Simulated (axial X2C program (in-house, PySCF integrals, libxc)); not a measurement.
## Ionising the radicals of a process plasma

All values come from calculations with an in-house all-electron X2C program for linear molecules (integrals from PySCF), spin-free (one-electron X2C) or two-component (2c: spin–orbit coupling with atomic mean-field Coulomb and Gaunt terms, which also bring small scalar terms), in Dyall basis sets with cores contracted in-house; open shells are unrestricted.

Level PBE0, spin-free. Basis sets: Al dyall-v3z, As dyall-cv3z, B dyall-v3z, Br dyall-cv3z, C dyall-v3z, Ga dyall-cv3z, H dyall-v3z, N dyall-av3z, P dyall-v3z, Si dyall-v3z, Sn dyall-cv3z, Te dyall-cv3z, Zr dyall-cv3z.

```tsv
species	state	ion state	adiabatic IE with zero-point terms (eV)	D0 (eV)	D0 of the ion (eV)
ZrBr	M_S = 3/2, Λ = 0	M_S = 1, Λ = 2	6.56	n/a	n/a
SnC	M_S = 1, Λ = 1	M_S = 3/2, Λ = 0	7.59	3.09	2.81
SnP	M_S = 1/2, Λ = 1	M_S = 1, Λ = 0	7.80	2.74	2.25
SnN	M_S = 1/2, Λ = 1	M_S = 1, Λ = 0	8.11	2.53	1.73
AlTe	M_S = 1/2, Λ = 0	M_S = 1, Λ = 1	8.27	3.14	n/a
GaH	M_S = 0, Λ = 0	M_S = 1/2, Λ = 0	8.35	2.74	0.37
AsBr	M_S = 1, Λ = 0	M_S = 1/2, Λ = 1	8.93	2.82	3.84
SiB	M_S = 3/2, Λ = 0	M_S = 1, Λ = 1	8.99	3.47	2.68
BC	M_S = 3/2, Λ = 0	M_S = 2, Λ = 0	10.48	4.63	n/a
```

(1) Which of these can a metastable argon atom (³P2, 11.55 eV, NIST) ionise on energy grounds?

(2) Which of these can a metastable xenon atom (³P2, 8.32 eV, NIST) ionise on energy grounds?

(3) Give the threshold for dissociative ionisation to the lowest fragments, IE + D0(ion).

Each entry is the lowest single determinant of a limited PBE0 search at one distance. De goes to single-determinant-based atoms at the same level (for ions the charge split of lowest energy) and is withheld (n/a) where an atom does not fit its ground term or J level. Main or longest-lived isotopes. One determinant is a doubtful description, or other states lie close, for ZrBr, ZrBr⁺, SnC, SnP, SnP⁺, SnN, AlTe⁺, AsBr, AsBr⁺, SiB, SiB⁺, BC, BC⁺; these need not be ground states, and all values refer to the states named. The functionals have no current term, which raises determinants with orbital currents. Where the atoms have a lower orbital projection than the molecule, De at mean-field level may be about a tenth of an eV too small. These values were not checked against measured ones; errors of some tenths of an eV are usual, and D0 of doubtful transition-metal species is not given. Spin-free thresholds lack the spin–orbit lowering of heavy atomic ions, up to half an eV for Sn⁺ or Sb⁺.

Answers

(1) At PBE0, spin-free, IE lies below 11.55 eV for ZrBr, SnC, SnP, SnN, AlTe, GaH, AsBr, SiB, BC.

(2) At PBE0, spin-free, IE lies below 8.32 eV for ZrBr, SnC, SnP, SnN, AlTe. Within the error of the method (some tenths of an eV) the answer is open for SnN, AlTe, GaH.

(3) At PBE0, spin-free: SnC → Sn+ + C: 10.40 eV; SnP → Sn+ + P: 10.05 eV; SnN → Sn+ + N: 9.84 eV; GaH → Ga+ + H: 8.72 eV; AsBr → Br + As+: 12.77 eV; SiB → Si+ + B: 11.67 eV.
